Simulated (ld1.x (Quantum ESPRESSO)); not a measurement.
## Cutoff test, Tb, RRKJ

ld1.x (Quantum ESPRESSO) 7.5 input, shortened:

```
&input
   title='Tb', zed=65., rel=1, dft='PBE', iswitch=3,
   config='[Xe] 4f8 5d1 6s0 6p0'
 /
 &inputp
   pseudotype=2, tm=.false., lloc=0,
   nlcc=.false.
 /
3
5P  2  1   6.00   0.00  1.70  1.70  0.0
5D  3  2   1.00   0.00  2.65  2.65  0.0
5S  1  0   2.00   0.00  1.80  1.80  0.0
 &test
   configts(1)='5s2 5p6 5d1 6s0 6p0'
 /
```

The pseudo-atom Hamiltonian at the reference potential is diagonalised in spherical Bessel functions j_l(qr) that vanish at 20 bohr, with q² up to the cutoff. All-electron valence levels (Ry): 5p -3.0690, 6p -0.7960, 5d -1.1158, 5s -4.7919, 6s -1.1199.

**Question.** How do the lowest levels (Ry) of each channel move with the cutoff, and are there ghosts?

**Answer.**

```json
{"cutoff (Ry)": "8", "p #1": "-2.8221", "p #2": "-0.7603", "p #3": "-0.3434", "d #1": "-1.0367", "s #1": "-4.5514", "s #2": "-1.1366", "f #1": "-0.3246", "f #2": "-0.1800", "Σ f·Δε (mRy)": "2041.9"}
{"cutoff (Ry)": "15", "p #1": "-2.8787", "p #2": "-0.7772", "p #3": "-0.3497", "d #1": "-1.1119", "s #1": "-4.6947", "s #2": "-1.1444", "f #1": "-0.3282", "f #2": "-0.1827", "Σ f·Δε (mRy)": "1340.2"}
{"cutoff (Ry)": "30", "p #1": "-3.0254", "p #2": "-0.7929", "p #3": "-0.3545", "d #1": "-1.1158", "s #1": "-4.7795", "s #2": "-1.1632", "f #1": "-0.3288", "f #2": "-0.1832", "Σ f·Δε (mRy)": "286.6"}
{"cutoff (Ry)": "45", "p #1": "-3.0676", "p #2": "-0.7979", "p #3": "-0.3561", "d #1": "-1.1158", "s #1": "-4.7882", "s #2": "-1.1637", "f #1": "-0.3289", "f #2": "-0.1833", "Σ f·Δε (mRy)": "15.9"}
{"cutoff (Ry)": "70", "p #1": "-3.0689", "p #2": "-0.7981", "p #3": "-0.3561", "d #1": "-1.1158", "s #1": "-4.7914", "s #2": "-1.1645", "f #1": "-0.3289", "f #2": "-0.1833", "Σ f·Δε (mRy)": "1.9"}
{"cutoff (Ry)": "100", "p #1": "-3.0690", "p #2": "-0.7981", "p #3": "-0.3562", "d #1": "-1.1158", "s #1": "-4.7918", "s #2": "-1.1646", "f #1": "-0.3289", "f #2": "-0.1833", "Σ f·Δε (mRy)": "0.3"}
{"cutoff (Ry)": "400", "p #1": "-3.0690", "p #2": "-0.7981", "p #3": "-0.3562", "d #1": "-1.1158", "s #1": "-4.7919", "s #2": "-1.1646", "f #1": "-0.3290", "f #2": "-0.1833", "Σ f·Δε (mRy)": "0.0"}
```

Result: no extra level below or beside the all-electron valence levels (p, d, s, f tested); 10 mRy is reached at 50 Ry and 1 mRy at 80 Ry.

Its largest configuration-test error is +735 meV.
